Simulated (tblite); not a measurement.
Compound: C2H7ClSi2.
Z-matrix (Å and degrees, GFN2-xTB geometry), rows numbered from 1:
```
Si
C   1  1.8856
C   2  1.3327  1  127.76
Si  3  1.8831  2  127.43  1     0.13
Cl  4  2.0214  3  109.93  2   -54.89
H   1  1.4635  2  110.68  3   -29.88
H   1  1.4671  2  107.01  3  -149.22
H   1  1.4644  2  109.02  3    92.34
H   2  1.0873  1  114.76  3  -179.14
H   3  1.0872  2  117.84  1  -179.84
H   4  1.4624  3  111.92  2    65.04
H   4  1.4628  3  108.66  2  -172.31
```

Computed with GFN2-xTB (tblite): harmonic, unscaled wavenumbers at the GFN2-xTB geometry, gas phase. The method is semi-empirical: single wavenumbers can be off by several per cent or more. Modes of hydrogen on silicon can be 10 to 20 % off. One conformer, not necessarily the lowest.

Harmonic wavenumbers (cm⁻¹): 34.3, 79.8, 107.0, 161.7, 280.0, 389.5, 481.6, 487.6, 526.1, 559.3, 589.0, 659.3, 679.6, 715.8, 771.2, 775.2, 781.7, 790.4, 805.1, 964.4, 1198.6, 1340.8, 1629.9, 2233.9, 2240.7, 2255.5, 2261.2, 2266.8, 2973.2, 2992.9.

A = 3442, B = 1508, C = 1158 MHz; mass 121.977 u (most abundant isotopes); point group C1, symmetry number 1.

Question: What is the zero-point energy?

Answer: Half the sum of the wavenumbers: 16016 cm⁻¹ = 45.79 kcal/mol.

Question: Give the ideal-gas entropy at 500 K and 1 bar in the rigid-rotor, harmonic-oscillator model (classical rotation).

Answer: Translation 42.90, rotation 29.91, vibration 38.14: S = 111.0 cal/(mol K).

Question: And Cp and H(500 K) − H(0)?

Answer: Cp = 42.33 cal/(mol K), of which vibrations give 34.39 (their classical limit is 30 R = 59.6); H(500 K) − H(0) = 13.47 kcal/mol without the zero-point energy, 9.50 from vibrations.

Question: Blend soft modes into free rotors: weight 1/[1 + (100 cm⁻¹/ν̃)⁴] for the oscillator and the rest for a rotor with moment μB/(μ + B), μ = h/(8π²ν), B = 10⁻⁴⁴ kg m². What vibrational entropy results?

Answer: 34.54 cal/(mol K) in place of 38.14, which changes −T·S at 500 K by +1.80 kcal/mol.

Question: How do the functions run with temperature in this model?

Answer: 
```
 T (K)  S (cal/(mol K))  Cp (cal/(mol K))  H − H(0) (kcal/mol)  G − H(0) (kcal/mol)  ln q(vib)
    50             57.8              12.5                 0.50                -2.39       0.63
   100             67.6              15.8                 1.21                -5.54       1.69
298.15             91.8              31.6                 5.90               -21.47       5.66
373.15             99.4              36.4                 8.46               -28.65       7.16
   750            129.7              50.1                25.11               -72.19      14.17
  1000            144.9              55.2                38.31              -106.57      18.21
```

q(vib) and H(0) count from the zero-point level.

Hindered rotation and anharmonicity are outside this model. Other conformers, if any are populated, would add a mixing term that is left out. The structure is chiral; the term R ln 2 for an equal mix with its mirror image is left out.

Hardware: one thread, Arm Neoverse N1 (aarch64), no GPU, shared host with 64 logical CPUs at a one-minute load of 61. Cost: 0.62 s. The figure is for the frequency step alone.
